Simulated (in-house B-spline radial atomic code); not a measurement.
**Gd5+: [Ar] 3d10 4s2 (4p1/2)2 (4p3/2)3 4d10 4f6 5s2 5p6 (with a hole in an inner shell)**

All numbers are computed (Dirac-Hartree-Fock, average of the jj configuration; Fermi nucleus of rms radius 5.1569 fm) with a radial B-spline atomic code at the basis-set limit, not measured.

Screening seen three ways: the hydrogenic charge with the same mean radius, Z_r = [3n² - l(l+1)]/(2<r>), the one with the same energy, Z_e = n√(-2ε), and Slater's rules. Values are occupation-weighted means over j. An effective charge above Z reflects the relativistic contraction of the inner shells.

| shell | electrons | ε (eV) | <r> (bohr) | Z_r | Z_e | Slater |
| --- | --- | --- | --- | --- | --- | --- |
| 1s | 2 | -50624 | 0.0219 | 68.48 | 61.00 | 63.70 |
| 2s | 2 | -8543.5 | 0.09266 | 64.75 | 50.12 | 59.85 |
| 2p | 6 | -7631.3 | 0.08208 | 60.92 | 47.37 | 59.85 |
| 3s | 2 | -2005.6 | 0.2431 | 55.54 | 36.42 | 52.75 |
| 3p | 6 | -1714.1 | 0.2418 | 51.69 | 33.67 | 52.75 |
| 3d | 10 | -1316.7 | 0.2207 | 47.57 | 29.51 | 42.85 |
| 4s | 2 | -483.04 | 0.5497 | 43.66 | 23.83 | 36.60 |
| 4p | 5 | -388.28 | 0.5799 | 39.66 | 21.37 | 36.60 |
| 4d | 10 | -240.48 | 0.6278 | 33.45 | 16.82 | 25.85 |
| 5s | 2 | -121.39 | 1.274 | 29.44 | 14.94 | 14.00 |
| 5p | 6 | -91.178 | 1.421 | 25.69 | 12.94 | 14.00 |
| 4f | 6 | -90.366 | 0.7424 | 24.24 | 10.31 | 17.25 |

The least bound orbital is 5p3/2 at -89.2 eV, and it is also the most diffuse (<r> = 1.442 bohr). The part-filled 4p shell lies below the filled 5p shell in orbital energy.

For the 1s electron the small component carries 5.69 % of the norm, the zero-frequency Breit interaction raises the level by 150.8 eV, self-energy by 90.3 eV, and vacuum polarisation lowers it by 14.72 eV.
